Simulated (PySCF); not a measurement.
PySCF input for C₄H₄N, SMILES [c]1ccc[nH]1, multiplicity 2, TDA-PBE/def2-SVPD. The structure is a stationary point at B3LYP-D3(BJ)/def2-SVP. The isomer is the one that the SMILES or the coordinates give; other isomers of the formula were not compared.

```python
import numpy as np
from pyscf import gto, scf, dft, tdscf

mol = gto.M(
    atom='''
    C     1.20357490   -0.05395917    0.00000000
    C     0.42379913   -1.18276094    0.00000000
    C    -0.92732826   -0.69078708    0.00000000
    C    -0.88814440    0.68962183    0.00000000
    N     0.44355714    1.07119016    0.00000000
    H     0.74952747   -2.21974300    0.00000000
    H    -1.82853531   -1.30229544    0.00000000
    H    -1.68580048    1.42910540    0.00000000
    H     0.78850012    2.02191409    0.00000000
    ''',
    basis='def2-SVPD',
    charge=0,
    spin=1,
    max_memory=1600,
    verbose=4,
)
mf = dft.UKS(mol, xc='pbe').density_fit(auxbasis='def2-universal-jkfit')
mf.grids.level = 3
mf.conv_tol = 1e-9
mf.max_cycle = 100
mf.kernel()
fine, coarse = mf.grids, dft.Grids(mol).set(level=1).build(with_non0tab=True)
for _ in range(3):  # follow internal instabilities
    mf.grids = coarse
    mo, _, stable, _ = mf.stability(return_status=True, nroots=4)
    mf.grids = fine
    if stable:
        break
    mf.kernel(mf.make_rdm1(mo, mf.mo_occ))
mf.grids = dft.Grids(mol).set(level=1).build(with_non0tab=True)  # coarser grid for the response kernel
td = tdscf.TDA(mf)
td.nstates = 10
td.conv_tol = 1e-4
td.positive_eig_threshold = 1e-6
td.kernel(x0=td.get_init_guess(mf, 15))
td.analyze()
```

Log of the run:

```
PySCF version 2.14.0

[INPUT] verbose = 4
[INPUT] num. atoms = 9
[INPUT] num. electrons = 35
[INPUT] charge = 0
[INPUT] spin (= nelec alpha-beta = 2S) = 1
[INPUT] symmetry False subgroup None
[INPUT] Mole.unit = angstrom
[INPUT] Symbol           X                Y                Z      unit          X                Y                Z       unit  Magmom
[INPUT]  1 C      1.203574900000  -0.053959170000   0.000000000000 AA    2.274426931401  -0.101968053209   0.000000000000 Bohr   0.0
[INPUT]  2 C      0.423799130000  -1.182760940000   0.000000000000 AA    0.800864287529  -2.235094247433   0.000000000000 Bohr   0.0
[INPUT]  3 C     -0.927328260000  -0.690787080000   0.000000000000 AA   -1.752396438969  -1.305398391588   0.000000000000 Bohr   0.0
[INPUT]  4 C     -0.888144400000   0.689621830000   0.000000000000 AA   -1.678349675066   1.303196388221   0.000000000000 Bohr   0.0
[INPUT]  5 N      0.443557140000   1.071190160000   0.000000000000 AA    0.838201515195   2.024256029729   0.000000000000 Bohr   0.0
[INPUT]  6 H      0.749527470000  -2.219743000000   0.000000000000 AA    1.416401641138  -4.194706336920   0.000000000000 Bohr   0.0
[INPUT]  7 H     -1.828535310000  -1.302295440000   0.000000000000 AA   -3.455430944997  -2.460981714870   0.000000000000 Bohr   0.0
[INPUT]  8 H     -1.685800480000   1.429105400000   0.000000000000 AA   -3.185701207860   2.700617809137   0.000000000000 Bohr   0.0
[INPUT]  9 H      0.788500120000   2.021914090000   0.000000000000 AA    1.490049275987   3.820863877499   0.000000000000 Bohr   0.0

nuclear repulsion = 151.876579436972
number of shells = 56
number of NR pGTOs = 190
number of NR cGTOs = 132
basis = def2-SVPD
ecp = {}


[settings echo left out]
init E= -209.71776626
  alpha nocc = 18  HOMO = -0.241070903211708  LUMO = -0.0575517942907333
  beta  nocc = 17  HOMO = -0.259726155540592  LUMO = -0.241070903211707

WARN: HOMO -0.241070903211708 >= LUMO -0.241070903211707

cycle= 1 E= -209.008684635303  delta_E= 0.709  |g|= 0.339  |ddm|=  3.8
  alpha nocc = 18  HOMO = -0.136735399889846  LUMO = -0.00616257563729938

WARN: beta  nocc = 17  HOMO -0.132705686602629 >= LUMO -0.13197662952312


WARN: HOMO -0.132705686602629 >= LUMO -0.13197662952312

cycle= 2 E= -208.756644183503  delta_E= 0.252  |g|= 0.741  |ddm|= 1.65
  alpha nocc = 18  HOMO = -0.18014744865348  LUMO = 0.011041145764354
  beta  nocc = 17  HOMO = -0.172606450832683  LUMO = -0.127246592576416
  HOMO = -0.172606450833  LUMO = -0.127246592576  gap/eV = 1.23430
cycle= 3 E= -209.062450273435  delta_E= -0.306  |g|= 0.153  |ddm|= 1.17
  alpha nocc = 18  HOMO = -0.201466959896472  LUMO = -0.00211120430888068
  beta  nocc = 17  HOMO = -0.192927672778363  LUMO = -0.152860798327446
  HOMO = -0.192927672778  LUMO = -0.152860798327  gap/eV = 1.09028
cycle= 4 E= -209.074926169954  delta_E= -0.0125  |g|= 0.0368  |ddm|= 0.308
  alpha nocc = 18  HOMO = -0.199568411414406  LUMO = 0.00129420915241996
  beta  nocc = 17  HOMO = -0.190529497726309  LUMO = -0.14838044777831
  HOMO = -0.190529497726  LUMO = -0.148380447778  gap/eV = 1.14693
cycle= 5 E= -209.075450272666  delta_E= -0.000524  |g|= 0.0185  |ddm|= 0.087
  alpha nocc = 18  HOMO = -0.198174992384847  LUMO = 0.00154761202957575
  beta  nocc = 17  HOMO = -0.189110764916861  LUMO = -0.144792138885881
  HOMO = -0.189110764917  LUMO = -0.144792138886  gap/eV = 1.20597
cycle= 6 E= -209.075587854234  delta_E= -0.000138  |g|= 0.00827  |ddm|= 0.0329
  alpha nocc = 18  HOMO = -0.198344074955539  LUMO = 0.00183759739311862
  beta  nocc = 17  HOMO = -0.189120419302849  LUMO = -0.145264237306117
  HOMO = -0.189120419303  LUMO = -0.145264237306  gap/eV = 1.19339
cycle= 7 E= -209.075621314902  delta_E= -3.35e-05  |g|= 0.00238  |ddm|= 0.0161
  alpha nocc = 18  HOMO = -0.198461897927283  LUMO = 0.00177884641108818
  beta  nocc = 17  HOMO = -0.189192193322041  LUMO = -0.144936773500527
  HOMO = -0.189192193322  LUMO = -0.144936773501  gap/eV = 1.20425
cycle= 8 E= -209.075624261992  delta_E= -2.95e-06  |g|= 0.00126  |ddm|= 0.00479
  alpha nocc = 18  HOMO = -0.198435363197991  LUMO = 0.00187434313460421
  beta  nocc = 17  HOMO = -0.189092508477521  LUMO = -0.144800297118528
  HOMO = -0.189092508478  LUMO = -0.144800297119  gap/eV = 1.20525
cycle= 9 E= -209.075625603222  delta_E= -1.34e-06  |g|= 0.000168  |ddm|= 0.00324
  alpha nocc = 18  HOMO = -0.198450406178091  LUMO = 0.00187797370095792
  beta  nocc = 17  HOMO = -0.189094437546145  LUMO = -0.14480088043402
  HOMO = -0.189094437546  LUMO = -0.144800880434  gap/eV = 1.20529
cycle= 10 E= -209.075625657475  delta_E= -5.43e-08  |g|= 9.97e-05  |ddm|= 0.00101
  alpha nocc = 18  HOMO = -0.19844632714824  LUMO = 0.00187965237269144
  beta  nocc = 17  HOMO = -0.189089949345158  LUMO = -0.144795923560841
  HOMO = -0.189089949345  LUMO = -0.144795923561  gap/eV = 1.20530
cycle= 11 E= -209.075625661982  delta_E= -4.51e-09  |g|= 7.36e-05  |ddm|= 0.000288
  alpha nocc = 18  HOMO = -0.198448032731805  LUMO = 0.00188043526720728
  beta  nocc = 17  HOMO = -0.189093249886433  LUMO = -0.144795727515835
  HOMO = -0.189093249886  LUMO = -0.144795727516  gap/eV = 1.20540
cycle= 12 E= -209.07562566457  delta_E= -2.59e-09  |g|= 3.07e-05  |ddm|= 0.000135
  alpha nocc = 18  HOMO = -0.198446530249549  LUMO = 0.00188078004168789
  beta  nocc = 17  HOMO = -0.189092825535039  LUMO = -0.144798645326527
  HOMO = -0.189092825535  LUMO = -0.144798645327  gap/eV = 1.20531
cycle= 13 E= -209.075625665112  delta_E= -5.43e-10  |g|= 1.41e-05  |ddm|= 6.88e-05
  alpha nocc = 18  HOMO = -0.198446822435822  LUMO = 0.00187966692391801
  beta  nocc = 17  HOMO = -0.189094185352944  LUMO = -0.144796691021904
  HOMO = -0.189094185353  LUMO = -0.144796691022  gap/eV = 1.20540
Extra cycle  E= -209.075625664594  delta_E= 5.19e-10  |g|= 3.41e-05  |ddm|= 6.9e-05
converged SCF energy = -209.075625664594  <S^2> = 0.75773674  2S+1 = 2.0077218
tot grids = 35728
uhf_internal: lowest eigs of H = [0.59005689 0.59464681 0.60458905 0.61386448]
<class 'pyscf.df.df_jk.DFUKS'> wavefunction is stable in the internal stability analysis
tot grids = 35728
Overwritten attributes  positive_eig_threshold  of <class 'pyscf.tdscf.uks.TDA'>


******** <class 'pyscf.tdscf.uks.TDA'> for <class 'pyscf.df.df_jk.DFUKS'> ********
nstates = 10
deg_eia_thresh = 1.000e-03
wfnsym = None
conv_tol = 0.0001
eigh lindep = 1e-12
eigh level_shift = 0
eigh max_cycle = 100


Excitation energies (eV)
[1.02898843 2.17335587 4.47154209 5.25370524 5.37378052 5.45799884
 5.46203501 5.65668888 5.7281439  5.97654256]

** Excitation energies and oscillator strengths **
Excited State   1:      1.02899 eV   1204.91 nm  f=0.0009
      17b ->   18b      0.99677
Excited State   2:      2.17336 eV    570.47 nm  f=0.0000
      16b ->   18b     -0.99967
Excited State   3:      4.47154 eV    277.27 nm  f=0.0002
      18a ->   19a      0.69119
      17b ->   19b      0.69768
Excited State   4:      5.25371 eV    235.99 nm  f=0.0002
      18a ->   20a      0.11580
      17b ->   20b      0.99269
Excited State   5:      5.37378 eV    230.72 nm  f=0.0004
      17a ->   19a     -0.43113
      18a ->   19a     -0.10009
      18a ->   21a      0.43636
      14b ->   18b      0.17195
      15b ->   18b      0.59996
      16b ->   19b      0.25564
      17b ->   19b      0.10707
      17b ->   21b      0.37195
Excited State   6:      5.45800 eV    227.16 nm  f=0.0002
      18a ->   20a     -0.99271
      17b ->   20b      0.11658
Excited State   7:      5.46204 eV    226.99 nm  f=0.0010
      17a ->   19a      0.22610
      18a ->   21a     -0.26775
      15b ->   18b      0.76873
      16b ->   19b     -0.26230
      17b ->   21b     -0.45339
Excited State   8:      5.65669 eV    219.18 nm  f=0.0046
      14b ->   18b     -0.97207
      15b ->   18b      0.13005
      16b ->   19b      0.14381
Excited State   9:      5.72814 eV    216.45 nm  f=0.0015
      17a ->   19a     -0.57561
      17a ->   21a     -0.11194
      18a ->   21a     -0.44855
      14b ->   18b      0.10046
      16b ->   19b      0.51149
      17b ->   19b     -0.11475
      17b ->   21b     -0.39496
Excited State  10:      5.97654 eV    207.45 nm  f=0.0003
      16a ->   19a      0.34585
      13b ->   18b      0.92622

** Transition electric dipole moments (AU) **
state          X           Y           Z        Dip. S.      Osc.
  1         0.0000      0.0000     -0.1847      0.0341      0.0009
  2        -0.0000      0.0000     -0.0215      0.0005      0.0000
  3        -0.0145      0.0374     -0.0000      0.0016      0.0002
  4         0.0000     -0.0000      0.0437      0.0019      0.0002
  5         0.0438      0.0320     -0.0000      0.0029      0.0004
  6        -0.0000     -0.0000      0.0409      0.0017      0.0002
  7         0.0801      0.0352      0.0000      0.0077      0.0010
  8        -0.1744      0.0536      0.0000      0.0333      0.0046
  9         0.0384     -0.0943     -0.0000      0.0104      0.0015
 10        -0.0000     -0.0000     -0.0425      0.0018      0.0003

** Transition velocity dipole moments (imaginary part, AU) **
state          X           Y           Z        Dip. S.      Osc.
  1        -0.0000     -0.0000      0.0093      0.0001      0.0015
  2         0.0000      0.0000      0.0155      0.0002      0.0020
  3        -0.0111     -0.0045     -0.0000      0.0001      0.0006
  4         0.0000      0.0000      0.0099      0.0001      0.0003
  5         0.0150      0.0004     -0.0000      0.0002      0.0008
  6         0.0000      0.0000      0.0112      0.0001      0.0004
  7        -0.0030     -0.0061      0.0000      0.0000      0.0002
  8        -0.0096     -0.0008      0.0000      0.0001      0.0003
  9        -0.0061      0.0052     -0.0000      0.0001      0.0002
 10        -0.0000     -0.0000      0.0024      0.0000      0.0000

** Transition magnetic dipole moments (imaginary part, AU) **
state          X           Y           Z
  1        -0.0748      0.3763      0.0000
  2        -0.0602      0.0738      0.0000
  3         0.0000     -0.0000      0.0847
  4        -0.0764     -0.2574      0.0000
  5         0.0000      0.0000     -0.4489
  6        -0.1152     -0.2993      0.0000
  7        -0.0000     -0.0000     -0.4936
  8        -0.0000      0.0000      0.6775
  9        -0.0000      0.0000     -0.1142
 10        -0.0457      0.5019     -0.0000
```

The calculation finished and met its thresholds.
